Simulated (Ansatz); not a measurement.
Abridged output of a molecular run in Ansatz:

```
Functional definition: HF
1881 factors; integrals over basis functions are off by at most 1.2e-3 eV
mean field evaluation 1: about -22891.3996 eV, gradient 6.3e1 eV
mean field evaluation 2: about -22891.7244 eV, gradient 6.4e1 eV
mean field evaluation 4: about -22899.2041 eV, gradient 4.2e0 eV
mean field evaluation 8: about -22899.2858 eV, gradient 3.1e-1 eV
mean field -22899.28604975 eV, -841.5332406349 hartree, gradient 2.2e-6 eV, S^2 0.000000; 0 other end points of the search recorded, 0 dependent functions left out
14 core orbitals not correlated: weight in the atoms' cores, before any rotation towards them, 1.000 or more for the frozen orbitals, at most 0.000 for the correlated occupied ones
reference -22899.28604975 eV, -841.5332406349 hartree; 19, 19 occupied and 287, 287 virtual orbitals, 1881 factors
second order -31.15128665 eV of doubles, -0.00000000 eV of singles
cycle   1  -31.44512092 eV  change   -2.9e-1 eV  update   1.1e-1
cycle   2  -32.13853105 eV  change   -6.9e-1 eV  update   3.1e-2
cycle   3  -32.28877325 eV  change   -1.5e-1 eV  update   1.6e-2
cycle   4  -32.27149597 eV  change    1.7e-2 eV  update   3.4e-3
cycle   5  -32.27088377 eV  change    6.1e-4 eV  update   1.6e-3
cycle   6  -32.27164537 eV  change   -7.6e-4 eV  update   4.5e-4
cycle   7  -32.27133649 eV  change    3.1e-4 eV  update   1.7e-4
cycle   8  -32.27126430 eV  change    7.2e-5 eV  update   4.7e-5
cycle   9  -32.27127239 eV  change   -8.1e-6 eV  update   1.7e-5
perturbative correction -1.15411546 eV, -0.0424129609 hartree
Total energy: -22932.71143760 eV, -842.7616009817 hartree
```

Its atoms:

Z-matrix (Å, degrees):
```
Si
O 1 1.644
N 1 1.705 2 116.0
H 1 1.481 2 106.0 3 119.7
H 1 1.483 2 107.6 3 -120.0
Si 2 1.629 1 138.8 3 34.9
H 3 1.007 1 121.3 2 74.8
H 3 1.007 1 120.8 2 -74.5
N 6 1.705 2 104.8 1 156.7
O 6 1.642 2 113.2 1 36.5
H 6 1.479 2 109.6 1 -78.0
H 9 1.007 6 119.4 2 24.8
H 9 1.006 6 121.5 2 172.3
H 10 0.960 6 115.5 2 76.3
```

(1) Which basis set was used?
A. def2-TZVPP
B. cc-pV(Q+d)Z
C. cc-pV(D+d)Z
D. def2-SVPD

(2) Write the keys of the input that set method, charge and spin (a neutral closed shell needs none for the last two).

Answers

(1) A. It gives 320 functions.

(2) 
```yaml
correlation: {method: ccsd_t}
```
